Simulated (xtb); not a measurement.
xtb input (GFN1-xTB):

```bash
xtb mol.xyz --gfn 1 --sp --chrg -1 --uhf 0
```
mol.xyz:
```
13

Ge     1.53251182    -0.07467588     0.02624198
C     -0.36253784     0.04590122     0.01239264
C     -1.24982679    -0.58940627     0.92086925
C     -2.56373106    -0.30236146     0.52200043
C     -2.50525630     0.50900832    -0.63578881
C     -1.15529664     0.72280982    -0.95163830
H      2.23635616     1.19005816    -0.55414019
H      2.17571624    -1.24803367    -0.79279547
H      2.12354681    -0.27102078     1.45545367
H     -0.95688422    -1.18494832     1.77661149
H     -3.46628149    -0.63033978     1.02373218
H     -3.35530008     0.91021424    -1.17466777
H     -0.77764000     1.30798877    -1.78094864
```

Output:

```
           -------------------------------------------------
          |                Calculation Setup                |
           -------------------------------------------------

           -------------------------------------------------
          |                 G F N 1 - x T B                 |
           -------------------------------------------------

        Reference                      10.1021/acs.jctc.7b00118
      * Hamiltonian:
        H0-scaling (s, p, d)           1.850000    2.250000    2.000000
        zeta-weighting                 0.000000
      * Dispersion:
        s8                             2.400000
        a1                             0.630000
        a2                             5.000000
        s9                             0.000000
      * Repulsion:
        kExp                           1.500000
        rExp                           1.000000
      * Coulomb:
        alpha                          2.000000
        third order                    atomic
        anisotropic                    false
      * Halogen bond correction:
        rad-scale                      1.300000
        damping                        0.440000

          ...................................................
          :                      SETUP                      :
          :.................................................:
          :  # basis functions                  44          :
          :  # atomic orbitals                  43          :
          :  # shells                           27          :
          :  # electrons                        32          :
          :  # halogen bonds                     0          :
          :  max. iterations                   250          :
          :  Hamiltonian                  GFN1-xTB          :
          :  restarted?                      false          :
          :  GBSA solvation                  false          :
          :  PC potential                    false          :
          :  electronic temp.          300.0000000     K    :
          :  accuracy                    1.0000000          :
          :  -> integral cutoff          0.2500000E+02      :
          :  -> integral neglect         0.1000000E-07      :
          :  -> SCF convergence          0.1000000E-05 Eh   :
          :  -> wf. convergence          0.2000000E-04 e    :
          :  Broyden damping             0.4000000          :
          :  net charge                         -1          :
          :  unpaired electrons                  0          :
          ...................................................

 iter      E             dE          RMSdq      gap      omega  full diag
   1    -16.2937303 -0.162937E+02  0.945E+00    4.62       0.0  T
   2    -16.3700489 -0.763186E-01  0.548E+00    2.52       1.0  T
   3    -16.2521379  0.117911E+00  0.291E+00    5.12       1.0  T
   4    -16.4318362 -0.179698E+00  0.568E-01    4.43       1.0  T
   5    -16.4388405 -0.700432E-02  0.164E-01    3.90       1.0  T
   6    -16.4385116  0.328934E-03  0.144E-01    4.05       1.0  T
   7    -16.4389314 -0.419840E-03  0.294E-02    3.96       1.0  T
   8    -16.4389447 -0.132467E-04  0.119E-02    3.94       2.3  T
   9    -16.4389436  0.104391E-05  0.115E-02    3.93       2.4  T
  10    -16.4389459 -0.222126E-05  0.520E-03    3.95       5.3  T
  11    -16.4389464 -0.569003E-06  0.115E-03    3.94      24.2  T
  12    -16.4389465 -0.286915E-07  0.375E-05    3.94     739.1  T
  13    -16.4389465 -0.169891E-10  0.137E-05    3.94    2026.8  T

   *** convergence criteria satisfied after 13 iterations ***

         #    Occupation            Energy/Eh            Energy/eV
      -------------------------------------------------------------
         1        2.0000           -0.4697658             -12.7830
       ...           ...                  ...                  ...
        10        2.0000           -0.3042863              -8.2801
        11        2.0000           -0.3022696              -8.2252
        12        2.0000           -0.2957894              -8.0488
        13        2.0000           -0.2909361              -7.9168
        14        2.0000           -0.2735053              -7.4425
        15        2.0000           -0.2020055              -5.4968
        16        2.0000           -0.1995638              -5.4304 (HOMO)
        17                         -0.0546793              -1.4879 (LUMO)
        18                         -0.0495936              -1.3495
        19                         -0.0119273              -0.3246
        20                          0.0098930               0.2692
        21                          0.0111601               0.3037
       ...                                ...                  ...
        43                          0.8442297              22.9727
      -------------------------------------------------------------
                  HL-Gap            0.1448845 Eh            3.9425 eV
             Fermi-level           -0.1271215 Eh           -3.4592 eV

 SCC (total)                   0 d,  0 h,  0 min,  0.010 sec
 SCC setup                      ...        0 min,  0.000 sec (  0.678%)
 Dispersion                     ...        0 min,  0.000 sec (  0.342%)
 classical contributions        ...        0 min,  0.000 sec (  0.125%)
 integral evaluation            ...        0 min,  0.002 sec ( 22.671%)
 iterations                     ...        0 min,  0.003 sec ( 31.824%)
 molecular gradient             ...        0 min,  0.004 sec ( 43.308%)
 printout                       ...        0 min,  0.000 sec (  0.997%)

         :::::::::::::::::::::::::::::::::::::::::::::::::::::
         ::                     SUMMARY                     ::
         :::::::::::::::::::::::::::::::::::::::::::::::::::::
         :: total energy             -16.210709825018 Eh    ::
         :: gradient norm              0.046747777866 Eh/a0 ::
         :: HOMO-LUMO gap              3.942507159843 eV    ::
         ::.................................................::
         :: SCC energy               -16.438946466019 Eh    ::
         :: -> electrostatic           0.093410623673 Eh    ::
         :: repulsion energy           0.233412988191 Eh    ::
         :: dispersion energy         -0.005176347190 Eh    ::
         :: halogen bond corr.         0.000000000000 Eh    ::
         :: add. restraining           0.000000000000 Eh    ::
         :: total charge              -1.000000000000 e     ::
         :::::::::::::::::::::::::::::::::::::::::::::::::::::

           -------------------------------------------------
          |                Property Printout                |
           -------------------------------------------------

    * Orbital Energies and Occupations

         #    Occupation            Energy/Eh            Energy/eV
      -------------------------------------------------------------
         1        2.0000           -0.4697658             -12.7830
       ...           ...                  ...                  ...
         4        2.0000           -0.4225252             -11.4975
         5        2.0000           -0.3890050             -10.5854
         6        2.0000           -0.3851581             -10.4807
         7        2.0000           -0.3598953              -9.7932
         8        2.0000           -0.3214524              -8.7472
         9        2.0000           -0.3207512              -8.7281
        10        2.0000           -0.3042863              -8.2801
        11        2.0000           -0.3022696              -8.2252
        12        2.0000           -0.2957894              -8.0488
        13        2.0000           -0.2909361              -7.9168
        14        2.0000           -0.2735053              -7.4425
        15        2.0000           -0.2020055              -5.4968
        16        2.0000           -0.1995638              -5.4304 (HOMO)
        17                         -0.0546793              -1.4879 (LUMO)
        18                         -0.0495936              -1.3495
        19                         -0.0119273              -0.3246
        20                          0.0098930               0.2692
        21                          0.0111601               0.3037
        22                          0.0233232               0.6347
        23                          0.0358116               0.9745
        24                          0.0751989               2.0463
        25                          0.0822182               2.2373
        26                          0.0836040               2.2750
        27                          0.0891598               2.4262
       ...                                ...                  ...
        43                          0.8442297              22.9727
      -------------------------------------------------------------
                  HL-Gap            0.1448845 Eh            3.9425 eV
             Fermi-level           -0.1271215 Eh           -3.4592 eV

  Mulliken/CM5 charges         n(s)   n(p)   n(d)
     1Ge   -0.12829 -0.31011   1.372  2.380  0.376
     2C    -0.08390 -0.07891   1.081  3.003  0.000
     3C    -0.09781 -0.14904   1.041  3.057  0.000
     4C    -0.12326 -0.17771   1.036  3.087  0.000
     5C    -0.12279 -0.17725   1.036  3.087  0.000
     6C    -0.09826 -0.14949   1.041  3.058  0.000
     7H    -0.07878 -0.02246   1.079  0.000  0.000
     8H    -0.08352 -0.02863   1.084  0.000  0.000
     9H    -0.07851 -0.02212   1.079  0.000  0.000
    10H    -0.01912  0.03649   1.019  0.000  0.000
    11H    -0.03327  0.02144   1.033  0.000  0.000
    12H    -0.03330  0.02140   1.033  0.000  0.000
    13H    -0.01920  0.03639   1.019  0.000  0.000

Wiberg/Mayer (AO) data.
largest (>0.10) Wiberg bond orders for each atom

 ---------------------------------------------------------------------------
     #   Z sym  total        # sym  WBO       # sym  WBO       # sym  WBO
 ---------------------------------------------------------------------------
     1  32 Ge   4.294 --     2 C    1.166     9 H    0.936     7 H    0.935
                             8 H    0.926     3 C    0.111     6 C    0.110
     2   6 C    3.963 --     6 C    1.296     3 C    1.295     1 Ge   1.166
     3   6 C    3.974 --     4 C    1.449     2 C    1.295    10 H    0.958
                             1 Ge   0.111
     4   6 C    3.967 --     3 C    1.449     5 C    1.395    11 H    0.976
     5   6 C    3.967 --     6 C    1.448     4 C    1.395    12 H    0.976
     6   6 C    3.974 --     5 C    1.448     2 C    1.296    13 H    0.958
                             1 Ge   0.110
     7   1 H    0.995 --     1 Ge   0.935
     8   1 H    0.995 --     1 Ge   0.926
     9   1 H    0.995 --     1 Ge   0.936
    10   1 H    1.003 --     3 C    0.958
    11   1 H    1.005 --     4 C    0.976
    12   1 H    1.005 --     5 C    0.976
    13   1 H    1.003 --     6 C    0.958
 ---------------------------------------------------------------------------

Topologies differ in total number of bonds
Writing topology from bond orders to xtbtopo.mol

 dipole moment from electron density (au)
     X       Y       Z
   1.0294  -0.0541   0.0146  total (Debye):    2.620

           -------------------------------------------------
          | TOTAL ENERGY              -16.210709825018 Eh   |
          | GRADIENT NORM               0.046747777866 Eh/α |
          | HOMO-LUMO GAP               3.942507159843 eV   |
           -------------------------------------------------

------------------------------------------------------------------------
------------------------------------------------------------------------
 total:
 SCF:
Note: The following floating-point exceptions are signalling: IEEE_DENORMAL
normal termination of xtb
```

It need not be the lowest isomer of its formula. Whether it binds its extra electron was not tested at this geometry.
